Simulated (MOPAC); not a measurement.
Input file for MOPAC: AM1 on H2 (SMILES [H][H]).

```
AM1 1SCF PRECISE CHARGE=0 THREADS=1
H2

H     -0.09102822 1    -0.45966174 1     2.30920041 1
H      0.00799744 1     0.27667606 1     2.37973646 1
```

Program output:

```
*******************************************************************************
 **                                                                           **
 **                              MOPAC v23.2.5                                **
 **                                                                           **
 *******************************************************************************
 ** MOPAC's Digital Object Identifier: https://doi.org/10.5281/zenodo.6511958 **
 **                                                                           **
 ** Please cite the open-source release paper for use of this MOPAC version:  **
 ** J. E. Moussa and J. J. P. Stewart (2026)                                  **
 ** MOPAC: An open-source semiempirical molecular orbital program             **
 ** J. Open Source Softw., 11(119), 8025, https://doi.org/10.21105/joss.08025 **
 *******************************************************************************

                              AM1 CALCULATION RESULTS

 *******************************************************************************
 *  AM1        - The AM1 Hamiltonian to be used
 *
 *
 *
 *                 CHARGE ON SYSTEM = 0
 *
 *
 *
 *  PRECISE    - TIGHTER CRITERIA TO BE USED
 *  1SCF       - DO 1 SCF AND THEN STOP
 *  THREADS=1  - MULTI-THREADING NOT USED
 *  T=         - A TIME OF 172800.0 SECONDS REQUESTED
 *  DUMP=N     - RESTART FILE WRITTEN EVERY 7200.0 SECONDS REQUESTED
 *******************************************************************************
AM1 1SCF PRECISE CHARGE=0 THREADS=1
 H2

   ATOM   CHEMICAL          X               Y               Z
  NUMBER   SYMBOL      (ANGSTROMS)     (ANGSTROMS)     (ANGSTROMS)

     1       H         -0.09102822  *  -0.45966174  *   2.30920041  *
     2       H          0.00799744  *   0.27667606  *   2.37973646  *



          CARTESIAN COORDINATES

    NO.       ATOM           X           Y           Z

     1         H         -0.0910     -0.4597      2.3092
     2         H          0.0080      0.2767      2.3797

  H: (AM1): M.J.S. DEWAR ET AL, J. AM. CHEM. SOC. 107 3902-3909 (1985)

           Empirical Formula: H2  =     2 atoms



      MOLECULAR POINT GROUP   :   D*h


      RHF CALCULATION, NO. OF DOUBLY OCCUPIED LEVELS = 1


 -------------------------------------------------------------------------------
 AM1 1SCF PRECISE CHARGE=0 THREADS=1
 H2



     1SCF WAS SPECIFIED, SO BFGS WAS NOT USED
     SCF FIELD WAS ACHIEVED


                              AM1 CALCULATION
                                                       MOPAC v23.2.5 Linux




          FINAL HEAT OF FORMATION =         -3.39070 KCAL/MOL =     -14.18671 KJ/MOL


          COSMO AREA              =         27.24 SQUARE ANGSTROMS
          COSMO VOLUME            =         13.07 CUBIC ANGSTROMS

          IONIZATION POTENTIAL    =         14.493308 EV
          HOMO LUMO ENERGIES (EV) =        -14.493  4.548
          NO. OF FILLED LEVELS    =          1
          MOLECULAR WEIGHT        =          2.0158         POINT GROUP:  D*h

          MOLECULAR DIMENSIONS (Angstroms)

            Atom       Atom       Distance
            H     2    H     1     0.74631
            H     2    H     1     0.00000
            H     1    H     2     0.00000


          SCF CALCULATIONS        =          1





   ATOM   CHEMICAL          X               Y               Z
  NUMBER   SYMBOL      (ANGSTROMS)     (ANGSTROMS)     (ANGSTROMS)

     1       H         -0.09102822  *  -0.45966174  *   2.30920041  *
     2       H          0.00799744  *   0.27667606  *   2.37973646  *

                             CARTESIAN COORDINATES

   1    H       -0.091028220    -0.459661740     2.309200410
   2    H        0.007997440     0.276676060     2.379736460


           Empirical Formula: H2  =     2 atoms



      MOLECULAR POINT GROUP   :   D*h


                  EIGENVALUES
 -14.49331   4.54845


              NET ATOMIC CHARGES AND DIPOLE CONTRIBUTIONS

  ATOM NO.   TYPE          CHARGE      No. of ELECS.   s-Pop
    1          H          -0.000000        1.0000     1.00000
    2          H           0.000000        1.0000     1.00000
 DIPOLE           X         Y         Z       TOTAL
 POINT-CHG.     0.000     0.000     0.000     0.000
 HYBRID         0.000     0.000     0.000     0.000
 SUM            0.000     0.000     0.000     0.000


          ATOMIC ORBITAL ELECTRON POPULATIONS

     Atom    s
    1  H   1.00000
    2  H   1.00000

 **********************
 *                    *
 * JOB ENDED NORMALLY *
 *                    *
 **********************




 == MOPAC DONE ==
```

The run finished.

Cost: about 0.020 core-seconds (a rough figure).
